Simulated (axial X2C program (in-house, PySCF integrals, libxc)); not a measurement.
# HfBr⁺ along the bond: HF, 2c

All values were computed with an in-house relativistic program for diatomic molecules. Two-component (2c) means X2C with spin–orbit coupling and atomic mean-field two-electron Coulomb and Gaunt terms. Basis: Hf dyall-cv3z [13s14p9d7f4g], Br dyall-cv3z [8s9p6d4f1g] (cores contracted in-house); Gaussian nuclei, density fitting, unrestricted open shells. Masses: Hf 179.947 u, Br 78.918 u.

State: Ω = 1 (⟨Sz⟩ = -0.98, ⟨Lz⟩ = 1.98 at HF). Dipoles are positive if Br is the positive end and refer to the centre of mass.

Results along the bond:

```json
{"R (Å)": "2.054", "μ (D)": "-4.236", "HOMO (eV)": "-13.50", "LUMO (eV)": "-5.07"}
{"R (Å)": "2.148", "μ (D)": "-4.729", "HOMO (eV)": "-13.61", "LUMO (eV)": "-5.21"}
{"R (Å)": "2.219", "μ (D)": "-5.119", "HOMO (eV)": "-13.70", "LUMO (eV)": "-5.32"}
{"R (Å)": "2.290", "μ (D)": "-5.524", "HOMO (eV)": "-13.80", "LUMO (eV)": "-5.44"}
{"R (Å)": "2.361", "μ (D)": "-5.942", "HOMO (eV)": "-13.91", "LUMO (eV)": "-5.55"}
{"R (Å)": "2.444", "μ (D)": "-6.441", "HOMO (eV)": "-14.04", "LUMO (eV)": "-5.69"}
{"R (Å)": "2.526", "μ (D)": "-6.949", "HOMO (eV)": "-14.16", "LUMO (eV)": "-5.83"}
{"R (Å)": "2.632", "μ (D)": "-7.608", "HOMO (eV)": "-14.32", "LUMO (eV)": "-6.01"}
{"R (Å)": "2.762", "μ (D)": "-8.407", "HOMO (eV)": "-14.51", "LUMO (eV)": "-6.22"}
{"R (Å)": "2.951", "μ (D)": "-9.521", "HOMO (eV)": "-14.56", "LUMO (eV)": "-6.51"}
```

One determinant describes the state; a PBE0 search over occupations chose it and may have missed a lower one. PBE0 can misorder states that lie within some tenths of an eV, so this need not be the ground state of the molecule. The nearest other 2c determinant of the search, Ω = 0, lies 0.20 eV up at the distance of the search. With several unpaired electrons one determinant need not be a pure state.
